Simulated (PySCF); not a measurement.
This script is equivalent to a calculation on C⁺ (carbon, charge +1).

```python
from pyscf import gto, scf, dft, mp, cc
import basis_set_exchange as bse
mol = gto.M(atom="C 0 0 0", charge=1, spin=1, symmetry="D2h",
            basis=gto.basis.parse(bse.get_basis("cc-pVDZ", elements=["C"], fmt="nwchem", header=False)))
mf = dft.UKS(mol, xc="MN15")
mf.irrep_nelec = {'Ag': (2, 2), 'B2u': (1, 0)}
mf.kernel()
```

(1) What total energy does it give?

(2) Which occupied shell lies highest, and where?

(3) What is ⟨S²⟩, and what would a pure spin state give?

## Answers

(1) -37.386 hartree (calculated).

(2) 2p α, at -20.261 eV.

(3) 0.750, against 0.75.
